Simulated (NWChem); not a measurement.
System: C$_{3}$H$_{6}$OSi; SMILES C=CC(=O)[SiH3]

NWChem input:

```
start job
memory heap 200 mb stack 900 mb global 1100 mb
geometry units angstroms noautosym nocenter noautoz
  C     -0.341097    -2.471556     0.000000
  C     -0.733318    -1.192651     0.000000
  C      0.266855    -0.087664     0.000000
  O      1.463062    -0.301532     0.000000
  Si    -0.280793     1.773972     0.000000
  H      0.728499    -2.705113     0.000000
  H     -1.055226    -3.298825     0.000000
  H     -1.794120    -0.921524     0.000000
  H     -1.767996     1.937689     0.000000
  H      0.293235     2.413032     1.219541
  H      0.293235     2.413032    -1.219541
end
basis spherical
  * library pcsseg-1
end
dft
  xc xpbe96 cpbe96
  iterations 150
end
property
  shielding 10 1 2 3 4 5 6 7 8 9 10
end
task dft property
```

Output (shortened):

```
             Northwest Computational Chemistry Package (NWChem) 7.3.0
             --------------------------------------------------------

                             Geometry "geometry" -> ""
                             -------------------------

 Output coordinates in angstroms (scale by  1.889725989 to convert to a.u.)

  No.       Tag          Charge          X              Y              Z
 ---- ---------------- ---------- -------------- -------------- --------------
    1 C                    6.0000    -0.34109700    -2.47155600     0.00000000
    2 C                    6.0000    -0.73331800    -1.19265100     0.00000000
    3 C                    6.0000     0.26685500    -0.08766400     0.00000000
    4 O                    8.0000     1.46306200    -0.30153200     0.00000000
    5 Si                  14.0000    -0.28079300     1.77397200     0.00000000
    6 H                    1.0000     0.72849900    -2.70511300     0.00000000
    7 H                    1.0000    -1.05522600    -3.29882500     0.00000000
    8 H                    1.0000    -1.79412000    -0.92152400     0.00000000
    9 H                    1.0000    -1.76799600     1.93768900     0.00000000
   10 H                    1.0000     0.29323500     2.41303200     1.21954100
   11 H                    1.0000     0.29323500     2.41303200    -1.21954100

 Effective nuclear repulsion energy (a.u.)     200.5133735627

  pbe96 is a nonlocal functional; adding pw91lda local functional.
                              NWChem Property Module
                              ----------------------

  itol2e modified to match energy
  convergence criterion.

                                 NWChem DFT Module
                                 -----------------

 Summary of "ao basis" -> "ao basis" (spherical)
 ------------------------------------------------------------------------------
       Tag                 Description            Shells   Functions and Types
 ---------------- ------------------------------  ------  ---------------------
 C                          pcsseg-1                 7       17   3s3p1d
 O                          pcsseg-1                 7       17   3s3p1d
 Si                         pcsseg-1                10       24   4s5p1d
 H                          pcsseg-1                 3        5   2s1p

  itol2e modified to match energy
  convergence criterion.

            General Information
            -------------------
          SCF calculation type: DFT
          Wavefunction type:  closed shell.
          No. of atoms     :    11
          No. of electrons :    46
           Alpha electrons :    23
            Beta electrons :    23
          Charge           :     0
          Spin multiplicity:     1
          Use of symmetry is: off; symmetry adaption is: off
          Maximum number of iterations: 150
          AO basis - number of functions:   122
                     number of shells:    56
          Convergence on energy requested:  1.00D-07
          Convergence on density requested:  1.00D-05
          Convergence on gradient requested:  5.00D-04

              XC Information
              --------------
          PerdewBurkeErnzerhof Exchange Functional  1.000
            Perdew 1991 LDA Correlation Functional  1.000 local
           PerdewBurkeErnz. Correlation Functional  1.000 non-local

             Grid Information
             ----------------
          Grid used for XC integration:  fine
          Radial quadrature: Mura-Knowles
          Angular quadrature: Lebedev.
          Tag              B.-S. Rad. Rad. Pts. Rad. Cut. Ang. Pts.
          ---              ---------- --------- --------- ---------
          C                   0.70       70          13.0       590
          O                   0.60       70          11.0       590
          Si                  1.10      123          13.0       770
          H                   0.35       60          14.0       590
          Grid pruning is: on
          Number of quadrature shells:   763
          Spatial weights used:  Erf1

      Superposition of Atomic Density Guess
      -------------------------------------

 Sum of atomic energies:        -479.51190666

      Non-variational initial energy
      ------------------------------

 Total energy =    -481.881195
 1-e energy   =   -1055.728015
 2-e energy   =     373.333446
 HOMO         =      -0.289112
 LUMO         =      -0.101821

   convergence    iter        energy       DeltaE   RMS-Dens  Diis-err
 ---------------- ----- ----------------- --------- --------- ---------
 d= 0,ls=0.0,diis     1   -482.0538382726 -6.83D+02  2.56D-02  1.31D+00
 d= 0,ls=0.0,diis     2   -481.1556777425  8.98D-01  2.32D-02  9.13D+00
 d= 0,ls=0.0,diis     3   -482.1645962140 -1.01D+00  3.88D-03  1.99D-01
 d= 0,ls=0.0,diis     4   -482.1761639813 -1.16D-02  2.24D-03  6.00D-02
 d= 0,ls=0.0,diis     5   -482.1819391595 -5.78D-03  7.90D-04  1.48D-02
  Resetting Diis
 d= 0,ls=0.0,diis     6   -482.1839011465 -1.96D-03  2.90D-04  2.74D-03
 d= 0,ls=0.0,diis     7   -482.1842555197 -3.54D-04  1.88D-04  6.78D-05
 d= 0,ls=0.0,diis     8   -482.1842176156  3.79D-05  1.31D-04  4.16D-04
 d= 0,ls=0.0,diis     9   -482.1842630753 -4.55D-05  2.27D-05  2.43D-05
 d= 0,ls=0.0,diis    10   -482.1842653056 -2.23D-06  5.81D-06  1.27D-06
 d= 0,ls=0.0,diis    11   -482.1842654442 -1.39D-07  1.85D-06  1.16D-07
 d= 0,ls=0.0,diis    12   -482.1842654581 -1.38D-08  7.63D-07  1.09D-08

         Total DFT energy =     -482.184265458051
      One electron energy =    -1060.173454770317
           Coulomb energy =      425.000629996166
    Exchange-Corr. energy =      -47.524814246615
 Nuclear repulsion energy =      200.513373562714

 Numeric. integr. density =       45.999993168965

                       DFT Final Molecular Orbital Analysis
                       ------------------------------------

 Vector   21  Occ=2.000000D+00  E=-3.125623D-01
              MO Center=  1.6D-01,  2.0D+00, -2.3D-08, r^2= 2.9D+00
   Bfn.  Coefficient  Atom+Function         Bfn.  Coefficient  Atom+Function
  ----- ------------  ---------------      ----- ------------  ---------------
    84      0.332785   5 Si pz              113      0.328245  10 H  s
   118     -0.328245  11 H  s               114      0.170690  10 H  s
   119     -0.170690  11 H  s                87      0.146626   5 Si pz
    60     -0.115666   4 O  pz               63     -0.098015   4 O  pz
    78     -0.087826   5 Si pz               75     -0.076617   5 Si pz

 Vector   22  Occ=2.000000D+00  E=-2.681296D-01
              MO Center= -1.9D-01, -1.6D+00, -4.0D-11, r^2= 2.3D+00
   Bfn.  Coefficient  Atom+Function         Bfn.  Coefficient  Atom+Function
  ----- ------------  ---------------      ----- ------------  ---------------
     9      0.300605   1 C  pz               26      0.296118   2 C  pz
    29      0.254126   2 C  pz               12      0.228233   1 C  pz
    60     -0.216734   4 O  pz               63     -0.197266   4 O  pz
     6      0.141794   1 C  pz               23      0.139263   2 C  pz
    57     -0.113983   4 O  pz               46     -0.046575   3 C  pz

[...]

          -----------------------------------------
          Chemical Shielding Tensors (GIAO, in ppm)
          -----------------------------------------

                                NWChem CPHF Module
                                ------------------

  scftype          =     RHF
  nclosed          =       23
  nopen            =        0
  variables        =     2277
  # of vectors     =        3
  tolerance        = 0.10D-03
  level shift      = 0.00D+00
  max iterations   =       50
  max subspace     =       30

 SCF residual:    8.9926242626766923E-006

Iterative solution of linear equations
  No. of variables     2277
  No. of equations        3
  Maximum subspace       30
        Iterations       50
       Convergence  1.0D-04

   iter   nsub   residual    time
   ----  ------  --------  ---------
     1      3    1.13D-05      74.2

      Atom:    1  C
        Diamagnetic
    255.8813     -0.9539     -0.0000
     -0.9539    269.0829      0.0000
     -0.0000      0.0000    243.2911

        Paramagnetic
   -290.9623    -29.1964      0.0000
    -29.1964   -262.1998      0.0000
      0.0000      0.0000    -67.8239

        Total Shielding Tensor
    -35.0810    -30.1503      0.0000
    -30.1503      6.8830      0.0000
      0.0000      0.0000    175.4672

           isotropic =      49.0898
          anisotropy =     189.5662

          Principal Components and Axis System
                 1           2           3
              175.4672    -50.8316     22.6336

      1         0.0000      0.8863     -0.4630
      2         0.0000      0.4630      0.8863
      3         1.0000     -0.0000     -0.0000

      Atom:    2  C
        Diamagnetic
    259.8017      4.1446     -0.0000
      4.1446    271.4309      0.0000
     -0.0000      0.0000    241.0356

        Paramagnetic
   -324.7088    -29.3876     -0.0000
    -29.3876   -222.0749      0.0000
     -0.0000      0.0000   -109.3676

        Total Shielding Tensor
    -64.9071    -25.2431     -0.0000
    -25.2431     49.3561      0.0000
     -0.0000      0.0000    131.6679

           isotropic =      38.7056
          anisotropy =     139.4435

          Principal Components and Axis System
                 1           2           3
              131.6679    -70.2354     54.6843

      1        -0.0000      0.9784     -0.2065
      2         0.0000      0.2065      0.9784
      3         1.0000      0.0000     -0.0000

      Atom:    3  C
        Diamagnetic
    263.1167      3.6432      0.0000
      3.6432    259.1408     -0.0000
      0.0000     -0.0000    234.5395

        Paramagnetic
   -388.0711    -20.6006      0.0000
    -20.6006   -350.6077      0.0000
      0.0000      0.0000   -147.9584

        Total Shielding Tensor
   -124.9544    -16.9575      0.0000
    -16.9575    -91.4670      0.0000
      0.0000      0.0000     86.5811

           isotropic =     -43.2801
          anisotropy =    -133.1421

          Principal Components and Axis System
                 1           2           3
             -132.0415     86.5811    -84.3799

      1         0.9227      0.0000     -0.3856
      2         0.3856      0.0000      0.9227
      3        -0.0000      1.0000      0.0000

      Atom:    4  O
        Diamagnetic
    419.8768     -4.5172      0.0000
     -4.5172    394.1207     -0.0000
      0.0000     -0.0000    399.4320

        Paramagnetic
  -1751.2809     68.5075      0.0000
     68.5075   -843.4114      0.0000
      0.0000      0.0000    -18.9855

        Total Shielding Tensor
  -1331.4041     63.9903      0.0000
     63.9903   -449.2908      0.0000
      0.0000      0.0000    380.4465

           isotropic =    -466.7495
          anisotropy =   -1303.9087

          Principal Components and Axis System
                 1           2           3
            -1336.0219   -444.6730    380.4465

      1         0.9974      0.0720      0.0000
      2        -0.0720      0.9974      0.0000
      3        -0.0000     -0.0000      1.0000

      Atom:    5  Si
        Diamagnetic
    879.8083     -1.6847      0.0000
     -1.6847    885.6694     -0.0000
      0.0000     -0.0000    877.6357

        Paramagnetic
   -432.2896    -17.0586     -0.0000
    -17.0586   -446.6919     -0.0000
     -0.0000     -0.0000   -474.9789

        Total Shielding Tensor
    447.5186    -18.7433      0.0000
    -18.7433    438.9775     -0.0000
      0.0000     -0.0000    402.6568

           isotropic =     429.7177
          anisotropy =      49.1311

          Principal Components and Axis System
                 1           2           3
              462.4717    424.0244    402.6568

      1         0.7817      0.6236      0.0000
      2        -0.6236      0.7817      0.0000
      3         0.0000     -0.0000      1.0000

      Atom:    6  H
        Diamagnetic
     36.6929     -4.3260     -0.0000
     -4.3260     29.5159      0.0000
     -0.0000      0.0000     21.2097

        Paramagnetic
    -13.0831      2.5336      0.0000
      2.5336     -2.1996     -0.0000
      0.0000     -0.0000      2.4375

        Total Shielding Tensor
     23.6097     -1.7924      0.0000
     -1.7924     27.3162     -0.0000
      0.0000     -0.0000     23.6471

           isotropic =      24.8577
          anisotropy =       4.7753

          Principal Components and Axis System
                 1           2           3
               28.0412     23.6471     22.8848

      1        -0.3750      0.0000      0.9270
      2         0.9270      0.0000      0.3750
      3        -0.0000      1.0000     -0.0000

      Atom:    7  H
        Diamagnetic
     29.7584      7.8211      0.0000
      7.8211     37.3401      0.0000
      0.0000      0.0000     22.7754

        Paramagnetic
     -4.6363     -9.3577      0.0000
     -9.3577    -10.9390     -0.0000
      0.0000     -0.0000      2.8161

        Total Shielding Tensor
     25.1221     -1.5366      0.0000
     -1.5366     26.4011      0.0000
      0.0000      0.0000     25.5916

           isotropic =      25.7049
          anisotropy =       2.5816

          Principal Components and Axis System
                 1           2           3
               27.4260     25.5916     24.0972

      1        -0.5549      0.0000      0.8319
      2         0.8319      0.0000      0.5549
      3        -0.0000      1.0000     -0.0000

      Atom:    8  H
        Diamagnetic
     41.0756     -2.0386     -0.0000
     -2.0386     29.5148      0.0000
     -0.0000      0.0000     21.7231

        Paramagnetic
    -21.2689      0.9877      0.0000
      0.9877     -0.6431     -0.0000
      0.0000     -0.0000      2.5978

        Total Shielding Tensor
     19.8067     -1.0508      0.0000
     -1.0508     28.8717      0.0000
      0.0000      0.0000     24.3209

           isotropic =      24.3331
          anisotropy =       6.9882

          Principal Components and Axis System
                 1           2           3
               28.9919     24.3209     19.6865

      1        -0.1137      0.0000      0.9935
      2         0.9935     -0.0000      0.1137
      3         0.0000      1.0000     -0.0000

      Atom:    9  H
        Diamagnetic
     36.4419     -3.4051      0.0000
     -3.4051     26.2116      0.0000
      0.0000      0.0000     22.2928

        Paramagnetic
     -5.7492      2.5708     -0.0000
      2.5708     -0.2534     -0.0000
     -0.0000     -0.0000      1.5661

        Total Shielding Tensor
     30.6927     -0.8343     -0.0000
     -0.8343     25.9581     -0.0000
     -0.0000     -0.0000     23.8589

           isotropic =      26.8366
          anisotropy =       5.9983

          Principal Components and Axis System
                 1           2           3
               30.8354     25.8154     23.8589

      1         0.9857      0.1686      0.0000
      2        -0.1686      0.9857      0.0000
      3        -0.0000     -0.0000      1.0000

      Atom:   10  H
        Diamagnetic
     24.6067      1.7394      3.6309
      1.7394     28.8479      5.9183
      3.6309      5.9183     31.1066

        Paramagnetic
      1.5630     -0.9896     -1.8501
     -0.9896     -2.0384     -3.2934
     -1.8501     -3.2934     -2.4322

        Total Shielding Tensor
     26.1698      0.7499      1.7808
      0.7499     26.8095      2.6249
      1.7808      2.6249     28.6744

           isotropic =      27.2179
          anisotropy =       6.0251

          Principal Components and Axis System
                 1           2           3
               31.2346     25.6749     24.7442

      1         0.3507      0.8209      0.4507
      2         0.5210     -0.5710      0.6345
      3         0.7782      0.0123     -0.6280
```

Level: PBE/pcSseg-1, GIAO. Geometry: optimised at PBE0/def2-SVP. The printed shielding anisotropy is the first printed principal value minus the mean of the other two.
